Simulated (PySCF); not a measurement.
**Cl⁺ (chlorine, charge +1): UHF calculation**

Configuration: [Ne] 3s1 3p5, high-spin 3P determinant (an excited configuration). Calculation: PySCF 2.14, in dyall-av3z; no relativity, point nucleus.

```
Total energy                                                  : -458.531802 hartree
One-electron energy                                           : -626.0821 hartree
Hartree (Coulomb) energy                                      : 194.6784 hartree
Exchange energy                                               : -27.1281 hartree
Kinetic energy                                                : 458.53098 hartree
⟨S²⟩                                                          : 2.0128
⟨L²⟩                                                          : 2.015
Sum of ⟨r⟩                                                    : 13.54 bohr
Sum of ⟨r²⟩                                                   : 21.49 bohr²
Traceless quadrupole moment −½Σ⟨3z² − r²⟩ along its main axis : 1.34 e·bohr²
Density at the nucleus (Gaussians lack the cusp)              : 3200 bohr⁻³
Spin density at the nucleus                                   : 13.0 bohr⁻³
Langevin diamagnetic susceptibility                           : -17.0 ×10⁻⁶ cm³/mol
```

```
shell  electrons  mean orbital energy (hartree)  spread (hartree)  rms radius, mean of both spins (bohr)
 1s α          1                     -105.44065                 0                                  0.106
 1s β          1                     -105.39835                 0                                  0.106
 2s α          1                      -11.15449                 0                                  0.481
 2s β          1                      -11.09184                 0                                  0.481
 2p α          3                       -8.62699           0.02436                                  0.451
 2p β          3                       -8.57839           0.02271                                  0.451
 3s α          1                       -1.64447                 0                                   1.59
 3p α          3                       -1.00472           0.07360                                   1.86
 3p β          2                       -0.81071                 0                                   1.86
```

Spin-orbit constants ζ (cm⁻¹) from the X2C one-electron operator on these orbitals (non-relativistic here): bare nucleus, nucleus screened by l(l+1)(2l+1)/3 electrons, and screened by the Breit-Pauli mean field of the electrons.

```csv
shell,bare,screened nucleus,mean field
2p,9868,8707,8176
3p,809.3,714.1,663.3
```

To first order the Landé constant is A = -331.6 cm⁻¹, so the lowest level has J = 2 and lies 0.0411 eV below the centre of the term. This holds in LS coupling only.
